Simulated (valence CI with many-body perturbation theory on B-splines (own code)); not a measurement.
# Tl L: E2, M1 decay

Method: configuration interaction combined with many-body perturbation theory (CI+MBPT): four valence electrons over a frozen Dirac-Fock core [Ar] 3d10, a basis of 11 s, 11 p, 9 d, 7 f, 5 g, 2 h, 1 i functions for each j, with the one-electron correlation potential Σ1, the two-electron term Σ2, the three-electron term Σ3, Breit, model QED; selected CI, second order for the rest (own B-spline code, finite nucleus).

No measured spectrum was set against this ion. As an estimate, large intervals hold to a few tenths of a per cent, small ones and those within an open d or f shell to about a per cent.

Lines 1 to 13 of 13 in falling wavelength, among levels below 5470.3 × 10³ cm⁻¹, chosen from the decays that carry over 1 % of a level's rate. Wavelengths and rates use the calculated energies. Electric multipoles are in the length gauge, E1 and E2 with the static RPA response of the core. S is in atomic units (e²a₀⁴ for E2 and M2, e²a₀⁶ for E3), for M1 in squared Bohr magnetons. Weak lines are less certain than strong ones. Lines between different terms over intervals too small for the method are left out, as are lines whose strength nearly cancels.

Levels are named by their leading jj configuration (3d3/2^4 stands for four electrons in 3d with j = 3/2), which in mixed levels can hold well under half, so a name can repeat and another be missing.

| λ vac (Å) | Upper | Lower | Type | A (s⁻¹) | S (a.u.) |
| --- | --- | --- | --- | --- | --- |
| 128.6 | (4s^2 4p3/2 4d5/2) J=4 | (4s 4p1/2 4p3/2^2) J=3 | M1 | 3.56e+05 | 2.52e-01 |
| 84.44 | (4s^2 4p3/2 4d5/2) J=4 | (4s^2 4p1/2 4d5/2) J=3 | M1 | 1.68e+07 | 3.38e+00 |
| 84.44 | (4s^2 4p3/2 4d5/2) J=4 | (4s^2 4p1/2 4d5/2) J=3 | E2 | 3.72e+05 | 1.28e-02 |
| 83.75 | (4s^2 4p3/2 4d5/2) J=4 | (4s^2 4p1/2 4d5/2) J=2 | E2 | 5.98e+05 | 1.98e-02 |
| 82.02 | (4s^2 4p1/2 4p3/2) J=1 | (4s^2 4p1/2^2) J=0 | M1 | 2.19e+07 | 1.34e+00 |
| 80.05 | (4s^2 4p3/2^2) J=2 | (4s^2 4p1/2 4p3/2) J=2 | M1 | 1.75e+07 | 1.66e+00 |
| 80.05 | (4s^2 4p3/2^2) J=2 | (4s^2 4p1/2 4p3/2) J=2 | E2 | 1.86e+06 | 2.72e-02 |
| 79.46 | (4s^2 4p1/2 4p3/2) J=2 | (4s^2 4p1/2^2) J=0 | E2 | 1.02e+06 | 1.45e-02 |
| 77.61 | (4s^2 4p3/2^2) J=2 | (4s^2 4p1/2 4p3/2) J=1 | M1 | 1.80e+07 | 1.56e+00 |
| 77.61 | (4s^2 4p3/2^2) J=2 | (4s^2 4p1/2 4p3/2) J=1 | E2 | 8.72e+05 | 1.10e-02 |
| 74.96 | (4s^2 4p3/2^2) J=0 | (4s^2 4p1/2 4p3/2) J=2 | E2 | 3.50e+06 | 7.40e-03 |
| 72.81 | (4s^2 4p3/2^2) J=0 | (4s^2 4p1/2 4p3/2) J=1 | M1 | 4.15e+07 | 5.94e-01 |
| 48.78 | (4s^2 4p3/2 4d5/2) J=4 | (4s 4p1/2^2 4p3/2) J=2 | E2 | 2.58e+05 | 5.73e-04 |
